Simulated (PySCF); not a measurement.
A TDDFT job was run through a driver script with this input:

```
{"job": {"kind": "uv", "xc": "PBE0", "basis": "def2-SVPD", "nstates": 8, "ntriplets": 3}, "charge": 0, "multiplicity": 1}
O     -0.215023    -1.951595    -0.388145
C     -0.117705    -0.780968    -0.150311
Si     1.473492     0.291877    -0.311446
C     -1.346510     0.015250     0.344966
F     -2.350266    -0.724175     0.809224
F     -0.979332     0.860580     1.326160
F     -1.827588     0.776954    -0.652531
H      1.975946     0.416848     1.053847
H      1.044647     1.571354    -0.866071
H      2.351222    -0.471472    -1.188221
```

Computed, not measured: PySCF 2.14.0, density-fitted response routines, TDDFT PBE0/def2-SVPD, vertical, gas phase, core orbitals frozen in the response. Job line and output are in the format of a driver script around the code.

Problem. What does the script print for it, SCF cycles aside?

Solution. 
```
converged SCF energy = -741.2583025182

Static polarisability (au): isotropic 56.901, principal 48.236 57.306 65.160

Singlet excitations
state   eV       nm        f      main configurations
  1   3.3867    366.1   0.00063   H->L 0.99
  2   6.8188    181.8   0.01677   H->L+1 0.86, H-1->L 0.10
  3   6.9275    179.0   0.00408   H-2->L 0.66, H-1->L 0.31
  4   7.1418    173.6   0.01824   H-1->L 0.41, H->L+2 0.25, H-2->L 0.22
  5   7.4874    165.6   0.03828   H->L+3 0.79
  6   7.5326    164.6   0.15941   H->L+2 0.50, H->L+4 0.26, H->L+3 0.09
  7   7.7997    159.0   0.10687   H->L+4 0.72, H->L+2 0.21
  8   7.9911    155.2   0.00242   H-5->L 0.83

Triplet excitations (Tamm-Dancoff, eV): 2.6465 5.5895 6.4413
```

Geometry: GFN2-xTB; no solvent, vibrations or thermal averaging.

H and L stand for HOMO and LUMO.

Shape of the structure used: `[O:1]=[C:2]([SiH3:3])[C:4]([F:5])([F:6])[F:7]`: O1–C2–C4–F5 17°.
